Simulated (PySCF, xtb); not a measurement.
methyl 2-iodoprop-2-enoate (C4H5IO2), SMILES C=C(I)C(=O)OC. The values are those of a single conformer.

Harmonic wavenumbers (cm⁻¹) from GFN2-xTB in xtb at its own minimum, in rising order: 39, 52, 122, 152, 261, 293, 353, 356, 507, 618, 692, 760, 876, 917, 1021, 1098, 1124, 1157, 1210, 1360, 1389, 1438, 1458, 1646, 1747, 2981, 2992, 3053, 3091, 3140.

Problem. What does PBE-D3(BJ)/def2-SVP (PySCF 2.14.0) give at its own minimum? (Estimate from the structure and the level; the computed values follow.)

Solution. 54, 106, 127, 150, 273, 304, 367, 369, 500, 636, 684, 782, 857, 916, 1016, 1080, 1127, 1162, 1254, 1328, 1402, 1402, 1420, 1618, 1761, 2978, 3067, 3083, 3116, 3200. Paired by order, the mean absolute difference is 21 cm⁻¹ and the zero-point energies are 51.3 and 51.7 kcal/mol.
